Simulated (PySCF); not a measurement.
# Dipole response of Al (aluminium, neutral)

[Ne] 3s2 3p1, 2P determinant. Calculation: PySCF 2.14, in dyall-acv3z (19s12p6d4f, 113 functions); no relativity, point nucleus. Coupled (time-dependent) response in atomic units; α is the mean over directions.

```
method  mean α (bohr³)         α xx, yy, zz  C₆ (like pair)  S(−4)
   UHF           61.24  51.99, 79.74, 51.99           554.5   1943
   PBE           65.22  53.11, 89.43, 53.11           579.5   2713
  PBE0           62.18  51.75, 83.03, 51.75           552.2   2242
 TPSSh           60.37  51.16, 78.79, 51.16           543.3   1948
 B97-3           61.92  51.17, 83.43, 51.17           551.3   2174
```

S(−4) is the Cauchy moment in α(ω) = α(0) + S(−4) ω² + …

Reference α: 57.8 ± 1 bohr³ (recommended; Schwerdtfeger and Nagle, table of static dipole polarizabilities (2023 update)). Published C₆: 528.0 (Chu and Dalgarno (2004); Tang, Norbeck and Certain (1976)).

α(iu) at PBE:

| u (hartree) | α(iu) (bohr³) |
| --- | --- |
| 0 | 65.22 |
| 0.0500 | 59.38 |
| 0.100 | 48.17 |
| 0.200 | 29.73 |
| 0.300 | 18.97 |
| 0.500 | 9.147 |
| 0.750 | 4.712 |
| 1.00 | 2.894 |
| 1.50 | 1.472 |
| 2.00 | 0.9318 |
| 3.00 | 0.5073 |
| 5.00 | 0.2413 |

A single London oscillator, α(iu) = α/(1 + u²/ω²), gives C₆ = (3/4) ω α². Matching the computed C₆ needs ω = 4 × 579.5 / (3 × 65.22²) = 0.182 hartree.

The components differ because the open shell of this determinant is not spherical; for a pure term their mean is the scalar polarisability.
